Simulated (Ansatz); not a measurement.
Calculated with Ansatz (gas phase, PBE0-D4/def2-TZVP geometries, no zero-point term in ΔE). CCSD(T)/CBS is the MP2 limit (def2-TZVPP, def2-QZVPP) plus CCSD(T) − MP2 in def2-TZVPP, frozen cores. DFT in def2-TZVPP. B3LYP here is the variant with VWN-RPA as its local correlation; programs differ in this. For Ge, Se outer-core shells are correlated without core-valence functions, which leaves a few kJ/mol of doubt a bond. Scalar relativity is left out up to krypton. One conformer a species, not always the lowest.

Reaction (cleavage of the Si–B bond): `[SiH3]B(Cl)[SeH]` + `[OH][GeH3]` → `[SiH3][O][GeH3]` + `ClB[SeH]`

```tsv
level	ΔE (kJ/mol)	difference from CCSD(T)/CBS
PBE-D4	-88.0	23.4
r2SCAN-D4	-106.8	4.6
B3LYP-D4	-111.9	-0.5
ωB97M-V	-114.3	-2.9
B2PLYP	-118.0	-6.6
PBE0	-99.4	12.0
SCS-MP2/def2-TZVPP	-123.1	-11.7
CCSD/def2-TZVPP	-117.5	-6.1
MP2/def2-QZVPP	-117.7	-6.3
CCSD/CBS(def2)	-116.2	-4.8
CCSD(T)/CBS	-111.4	0
```

Largest T1 diagnostic among the species: 0.013.

From PBE to PBE0 (25 % exact exchange), in def2-TZVPP and without D4, ΔE moves by −9.2 kJ/mol. The D4 term adds +3.7 kJ/mol with B3LYP and +2.0 kJ/mol with PBE0; it sums over pairs of atoms, weighted by their polarisabilities, and B3LYP, whose exchange is more repulsive, gets the larger term.
